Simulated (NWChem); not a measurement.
SeBr₂; SMILES Br[Se]Br

```xyz
3

Se     0.0000     0.0000     0.9741
Br     1.8485     0.0000    -0.4731
Br    -1.8485     0.0000    -0.4731
```
Atoms are numbered in this order, from 1.

Program: NWChem. Geometry optimised at B3LYP/6-31G*; all other runs use it. Pople sets run with spherical d functions. This build's default masses of Se (78.918 u) and Br (79.917 u) are each other's, which moves their modes by up to 0.6 %. Spin-orbit effects on the shieldings are missing.

```
quantity                                                 level       value
-----------------------------------------  -------------------  ----------
anisotropy (bohr³), static                       PBE/def2-SVPD  (withheld)
absolute shielding σ Br2 (ppm)             PBE0/pcSseg-1, GIAO      1971.4
vertical, lowest excitation, singlet (eV)   PBE/def2-SVPD, TDA        1.91
vertical ionisation energy, ΔSCF (eV)             PBE/def2-SVP  (withheld)
dipole (D)                                        B3LYP/6-31G*  (withheld)
highest harmonic frequency (cm⁻¹)                 B3LYP/6-31G*         291
```

Task: Complete the blanks.

Result: 
- anisotropy (bohr³), static, value: 47.3
- vertical ionisation energy, ΔSCF (eV), value: 8.72
- dipole (D), value: 0.79
